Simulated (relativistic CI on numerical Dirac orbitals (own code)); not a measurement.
Mn⁴⁺ in a cubic cluster: 3s photoemission with charge transfer

Computed with a charge-transfer multiplet model of a cubic metal-ligand cluster with up to 2 ligand holes, Slater and spin-orbit integrals from Dirac-Coulomb-Breit ions, Slater integrals scaled by 0.7. The ground state mixes d3 with configurations of k ligand holes L, whose averages lie at kΔ + k(k − 1)U_dd/2; a core hole lowers each added d electron by U_cd. 300 K, Lorentzian 1.4 eV and Gaussian 0.8 eV FWHM.

Atomic integrals in eV (Slater integrals scaled, ζ unscaled), ground: F2dd 8.643, F4dd 5.438, zeta_d 0.050; with the core hole: F2dd 9.291, F4dd 5.873, zeta_d 0.058, G2cd 9.018.

Cluster parameters (eV): Δ = -1.9, U_dd = 7.1, 10Dq = 1.1, 10Dq(ligand) = 1.6, V(eg) = 1.65, V(t2g) = -0.85, final-state hopping factor = 1.

Weights, n_d and S are thermal averages at 300 K. Binding energies count from the first peak over 30 % of the highest in each spectrum, which can be another peak from case to case. The parameters are a model scan and need not match a compound or its usual spin state. Peaks in eV (height, largest 100): 0.0 (78), 4.6 (74), 10.4 (100), 19.4 (29), 23.1 (9).

Task: Which parameters give this spectrum?
A. U_cd = 9.1 eV
B. U_cd = 7.9 eV
C. U_cd = 9.7 eV

Result: A. U_cd = 9.1 eV; the ground state then has 4.02 d electrons and S = 1.50. The choice follows from running the model for each set and comparing peak positions and heights. Without intra-shell correlation the exchange splitting of the 3s hole comes out too large. The space is cut while the next configuration still counts.
